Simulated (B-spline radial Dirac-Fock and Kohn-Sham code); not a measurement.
**Binding energies of Tl⁴⁸⁺**

System: thallium as Tl⁴⁸⁺ in the configuration [Ar] 3d10 4s2 4p3; nuclear rms radius 5.4759 fm (A = 205).

Level of theory: ΔSCF Dirac-Fock with Breit, self-energy and vacuum polarisation, finite nucleus, configuration average; an atomic code on a B-spline grid. Correlation and solid-state effects are left out. Energies are counted from the vacuum level. Subshells whose hole state is unreliable or did not converge are left out.

All terms are in eV, carry their sign (relaxation lowers the binding energy) and add up to the binding energy; ⟨r⟩ is the mean radius of the orbital in the initial state.

```tsv
subshell	−ε (Koopmans)	relaxation	Gaunt	retardation	QED	binding energy	⟨r⟩ (bohr)
1s	88622.6	-57.71	-343.32	32.17	-163.80	88089.9	0.016
2s	17971.4	-22.15	-40.15	3.05	-25.16	17887.0	0.068
2p3/2	15252.7	-23.03	-45.42	9.95	-2.82	15191.4	0.065
3s	6144.0	-4.43	-8.60	0.71	-6.09	6125.6	0.174
3p3/2	5374.9	-4.34	-9.42	2.15	-0.76	5362.6	0.179
3d3/2	4925.6	-5.95	-6.70	0.68	0.45	4914.1	0.156
3d5/2	4822.1	-5.52	-4.85	0.74	0.18	4812.6	0.160
4s	2917.4	-0.49	-2.91	0.31	-1.98	2912.3	0.349
4p	2692.0	-0.49	-3.61	0.70	-0.20	2688.4	0.366
```

For the deepest level, K (1s), the Breit terms make up -0.353 % of the binding energy, QED -0.186 % and orbital relaxation -0.066 %.

Going to the tabulated ground configuration of the next ion removes an electron from N2,3 (4p), computed at 2688.4 eV. NIST lists 2635 ± 4 eV as the ionisation energy of this species (theoretical), -53.44 eV from the computed value. Where a p, d or f shell is open in either ion the computed value averages over both j values and all terms, while the table refers to the lowest levels; that difference holds spin-orbit splitting (largest in heavy or highly charged ions), term energies where several electrons share open shells, and correlation, and it can reach 10 % or more.
